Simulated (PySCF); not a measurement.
Compound: C9H18Ge.
Numbering: `[CH2:1]=[CH:2][CH2:3][Ge@@H:4]1[CH2:5][CH2:6][C@@:7]1([CH3:8])[CH2:9][CH3:10]` (hydrogens: H11, H12 on C1; H13 on C2; H14, H15 on C3; H16 on Ge4; H17, H18 on C5; H19, H20 on C6; H21, H22, H23 on C8; H24, H25 on C9; H26, H27, H28 on C10)

Theory: PySCF, PBE0-D3(BJ)/def2-SVP geometry optimisation, gas phase.

(1) List the bond lengths, angles and torsions at this level.

## Answers

(1) 
```
                     bond  length (pm)   order
                    C1=C2        133.7  double
                    C2–C3        148.9  single
                   C3–Ge4        197.5  single
                   Ge4–C5        197.9  single
                    C5–C6        154.7  single
                    C6–C7        155.7  single
                    C7–C8        152.5  single
                    C7–C9        152.2  single
                   C9–C10        152.1  single
                   Ge4–C7        199.9  single
                   C1–H11        109.5  single
                   C1–H12        109.3  single
                   C2–H13        109.8  single
                   C3–H14        110.1  single
                   C3–H15        110.1  single
                  Ge4–H16        154.6  single
                   C5–H17        109.8  single
                   C5–H18        110.1  single
                   C6–H19        110.3  single
                   C6–H20        110.6  single
   C8–H21, C8–H22, C8–H23        110.3  single
                   C9–H24        110.8  single
                   C9–H25        110.4  single
C10–H26, C10–H27, C10–H28        110.1  single
```

Bonds in one row agree within 1 pm and their mean is given. Orders are formal, as drawn. A selection of angles:
```
    angle  degrees
 C1–C2–C3    125.9
C2–C3–Ge4    110.0
C3–Ge4–C5    120.8
C3–Ge4–C7    119.0
C5–Ge4–C7     75.6
Ge4–C5–C6     87.8
 C5–C6–C7    103.5
 C6–C7–C8    110.7
 C6–C7–C9    114.5
 C8–C7–C9    112.5
Ge4–C7–C6     86.8
Ge4–C7–C8    110.7
Ge4–C7–C9    119.0
C7–C9–C10    114.8
```

Dihedral angles: C1–C2–C3–Ge4 101° (anticlinal); C2–C3–Ge4–C5 157° (antiperiplanar); C3–Ge4–C5–C6 -132° (anticlinal); Ge4–C5–C6–C7 22° (synperiplanar); C5–C6–C7–C8 90°; C6–C7–C9–C10 169° (antiperiplanar); C3–Ge4–C7–C6 134° (anticlinal).

Ge4 (germanium bonded to 3 C and H) has angles from 75.6° to 120.8°. The 3 C–Ge bonds span 1.975 Å (C3–Ge4, drawn single) to 1.999 Å (Ge4–C7, drawn single), a spread of 0.024 Å. Of the pairs four or more bonds apart, H21···H27 is among the closest relative to their van der Waals radii: 2.28 Å, 95 % of the sum of Bondi's values. The 4-membered ring Ge4–C5–C6–C7 has internal angles of 75.6° to 103.5°; it is puckered, 0.14 Å rms from its mean plane, widest ring torsion 22°. The 7 C–C bonds span 1.337 Å (C1=C2, drawn double) to 1.557 Å (C6–C7, drawn single), a spread of 0.220 Å.

Point group: C1 (no symmetry element, even within 0.4 Å). PBE0-D3(BJ)/def2-SVP frequencies: not computed here. One conformer, not necessarily the lowest.
